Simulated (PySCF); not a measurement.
Species: C₅H₃OS (doublet state).
Bonds: O1–C2 (double), C2–C3, C3–C4 (double), C4–S5, S5–C6, C6–C7 (double), C2–C7. Hydrogens: H8 on C4; H9 on C6; H10 on C7.

Computed with PBE0-D3(BJ)/def2-SVP geometry optimisation, gas phase (PySCF 2.14.0).

Task: What internal coordinates does the optimisation give?

Result: 
```
  bond  length (Å)
 O1=C2       1.215
 C2–C3       1.458
 C3–C4       1.328
 C4–S5       1.746
 S5–C6       1.724
 C6–C7       1.352
 C2–C7       1.477
 C4–H8       1.096
 C6–H9       1.094
C7–H10       1.094
```

A selection of angles:
```
    angle  degrees
 O1–C2–C3    125.8
 O1–C2–C7    122.4
 C3–C2–C7    111.8
 C2–C3–C4    132.5
 C3–C4–S5    122.1
 C3–C4–H8    123.9
 S5–C4–H8    114.0
 C4–S5–C6    100.6
 S5–C6–C7    127.0
 S5–C6–H9    112.3
 C7–C6–H9    120.6
C6–C7–H10    119.2
 C2–C7–C6    126.1
C2–C7–H10    114.8
```

C4 (carbon bonded to C, S and H) is planar (angles 123.9°, 122.1° and 114.0°, sum 360.0°, 0.00 Å off the plane of its three neighbours). The C–S distances run from 1.724 Å (S5–C6, drawn aromatic) to 1.746 Å (C4–S5, drawn aromatic), a spread of 0.022 Å. C6 (carbon bonded to C, S and H) is planar (angles 127.0°, 120.6° and 112.3°, sum 360.0°, 0.00 Å off the plane of its three neighbours). The 6-membered ring C2–C3–C4–S5–C6–C7 has internal angles of 100.6° to 132.5° (sum 720°, against 720° for a flat polygon); it is planar, 0.00 Å rms from its mean plane, widest ring torsion 0°. C3 (carbon bonded to 2 C) is bent (angle 132.5°). The 7 heavy atoms lie in one plane (0.002 Å rms). S5 (sulfur bonded to 2 C) is bent (angle 100.6°).

Point group: Cs (tolerance 0.08 Å). Stationary, but not proved a minimum. ⟨S²⟩ = 0.763 (exact for a doublet: 0.75).
